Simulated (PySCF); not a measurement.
C₃H₉FOSi, SMILES O([Si@H](CF)C)C. Geometry optimised at PBE-D3(BJ)/def2-SVP. The structure was generated by enumeration; whether it is a known compound was not checked. Other conformers were not sampled.

Computed equilibrium geometry at PBE-D3(BJ)/def2-SVP (PySCF confirms it by a frequency run) as bond lengths and angles (one conformer of several):
Atoms: C1 O2 Si3 C4 C5 F6 H7 H8 H9 H10 H11 H12 H13 H14 H15. Bonded distances (Å): C1–O2 1.411, C1–H7 1.116, C1–H8 1.110, C1–H9 1.115, O2–Si3 1.687, Si3–C4 1.880, Si3–C5 1.914, Si3–H10 1.499, C4–H11 1.109, C4–H12 1.109, C4–H13 1.108, C5–F6 1.403, C5–H14 1.114, C5–H15 1.115. Bond angles (°): O2–C1–H7 112.6, O2–C1–H8 108.7, O2–C1–H9 112.6, H7–C1–H8 107.5, H7–C1–H9 107.6, H8–C1–H9 107.6, C1–O2–Si3 124.4, O2–Si3–C4 113.4, O2–Si3–C5 110.5, O2–Si3–H10 105.0, C4–Si3–C5 107.5, C4–Si3–H10 111.6, C5–Si3–H10 108.8, Si3–C4–H11 111.6, Si3–C4–H12 108.5, Si3–C4–H13 112.1, H11–C4–H12 107.5, H11–C4–H13 108.4, H12–C4–H13 108.6, Si3–C5–F6 107.3, Si3–C5–H14 112.3, Si3–C5–H15 112.2, F6–C5–H14 109.2, F6–C5–H15 108.8, H14–C5–H15 107.1.
